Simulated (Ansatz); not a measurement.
The same molecule with X = Al, Ga, In. Ansatz, PBE0-D4/def2-TZVP geometries, multiplicity 1.

Elements past krypton have def2 core potentials. Scalar relativity is left out up to krypton.

| X | molecule | mean X–C bond length / Å | mean X–Cl bond length / Å | mean X–F bond length / Å | size of the dipole moment (ωB97M-V/def2-TZVPP) / D | HOMO–LUMO gap (PBE0/def2-TZVPP) / eV | size of the dipole moment (PBE/def2-TZVPP) / D |
| --- | --- | --- | --- | --- | --- | --- | --- |
| Al | `C#[C][Al]([F])[Cl]` | 1.878 | 2.072 | 1.637 | 2.02 | 7.26 | 1.98 |
| Ga | `C#[C][Ga]([F])[Cl]` | 1.881 | 2.112 | 1.738 | 2.72 | 7.14 | 2.60 |

(1) Give the row for X = In, `C#[C][In]([F])[Cl]`. (Best estimate.)

## Answers

(1) The calculation gave: 
```
 X              molecule  mean X–C bond length / Å  mean X–Cl bond length / Å  mean X–F bond length / Å  size of the dipole moment (ωB97M-V/def2-TZVPP) / D  HOMO–LUMO gap (PBE0/def2-TZVPP) / eV  size of the dipole moment (PBE/def2-TZVPP) / D
In  `C#[C][In]([F])[Cl]`                     2.048                      2.293                     1.933                                                3.21                                  6.98                                            3.05
```

From Al to In the mean X–C bond length rises at each step, by 0.170 Å in all; the mean X–Cl bond length rises at each step, by 0.221 Å in all; the mean X–F bond length rises at each step, by 0.296 Å in all; the HOMO–LUMO gap (PBE0/def2-TZVPP) falls at each step, by 0.28 eV in all. Bonds lengthen as the atom grows down the group. Dipoles are sizes alone, and their direction can turn along the series.
